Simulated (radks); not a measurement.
Valence configurations of In+ (all share [Kr]). All-electron calculation, Dirac Kohn-Sham, PBE, spin-unpolarised, spherical densities, point nucleus; open shells fill j = l - 1/2 first. Program: a radial shooting solver on a logarithmic mesh with Libxc functionals. Energies are relative to 4d10 5s2; eigenvalues in eV.

valence           E (eV)  e(4d3/2)  e(4d5/2)  e(5p1/2)  e(5p3/2)  e(5s1/2)
4d10 5s2           0.000   -26.585   -25.723         -         -   -14.923
4d10 5s1.5 5p0.5   3.119   -27.303   -26.439    -9.094         -   -15.373
4d9 5s1.5 5p1.5   22.468   -33.015   -32.099   -10.730         -   -17.674
4d9 5s2 5p1       19.014   -32.373   -31.460   -10.414         -   -17.287
4d8 5s2 5p2       42.115   -38.088   -37.123   -11.955         -   -19.458
4d9 5s1 5p2       25.957   -33.641   -32.723   -11.037         -   -18.048
4d7 5s2 5p3       70.108   -43.982   -42.964   -13.513   -12.771   -21.628
4d10 5s1 5p1       6.278   -27.998   -27.132    -9.445         -   -15.804
4d5 5s2 5p5       139.38   -55.684   -54.560   -16.423   -15.463   -25.658
4d7 5p5           88.122   -46.508   -45.481   -14.706   -13.914         -

NIST lists [Kr] 4d10 5s2 as the ground configuration; this level of theory agrees among the configurations tried. The energies are those of spherical spin-averaged densities, not of single terms.
